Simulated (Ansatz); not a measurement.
Results of the Gaussian-basis code of Ansatz.

Basis-set series for `[F][Ti]([F])([F])[Cl]`. Total charge 0; spin multiplicity 1. The geometry is a stationary point of PBE0-D4/def2-TZVP.

```csv
functional,basis,functions,energy (Eh),HOMO (eV),LUMO (eV)
PBE0-D4,def2-SVP,91,-1608.35629,-10.11,-3.43
PBE0-D4,def2-TZVPP,199,-1609.00685,-10.23,-3.34
ωB97M-V,def2-SVP,91,-1608.83177,-12.29,-1.07
ωB97M-V,def2-TZVPP,199,-1609.48774,-12.48,-1.03
```

Problem. Give the rows for def2-QZVPP. (Best estimate.)

Solution. The calculation gave: 
```json
{"functional": "PBE0-D4", "basis": "def2-QZVPP", "functions": "334", "energy (Eh)": "-1609.05242", "HOMO (eV)": "-10.23", "LUMO (eV)": "-3.33"}
{"functional": "ωB97M-V", "basis": "def2-QZVPP", "functions": "334", "energy (Eh)": "-1609.53041", "HOMO (eV)": "-12.49", "LUMO (eV)": "-1.03"}
```

Scalar relativity is left out up to krypton.
